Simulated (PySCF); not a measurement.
# Radial density of Si (silicon, neutral)

TPSSh, [Ne] 3s1 3p3, high-spin 5S determinant (an excited configuration). All numbers are calculated (PySCF 2.14, the non-relativistic Hamiltonian (point nucleus), in aug-cc-pwCVQZ).

```csv
r (bohr),4πr²ρ (e/bohr),4πr²(ρα − ρβ)
0.00179,0.06744,0.0002
0.00301,0.1845,0.0005
0.00506,0.4926,0.0013
0.00851,1.266,0.0033
0.0143,3.044,0.0079
0.0241,6.559,0.0170
0.0405,11.77,0.0300
0.0682,15.68,0.0409
0.115,13.52,0.0570
0.193,9.713,0.1595
0.324,13.24,0.3304
0.546,12.09,0.1195
0.918,3.546,0.1633
1.54,1.667,1.4967
2.60,1.459,1.4578
4.37,0.2691,0.2691
7.34,0.007852,0.0079
12.4,1.295e-05,0.0000
```
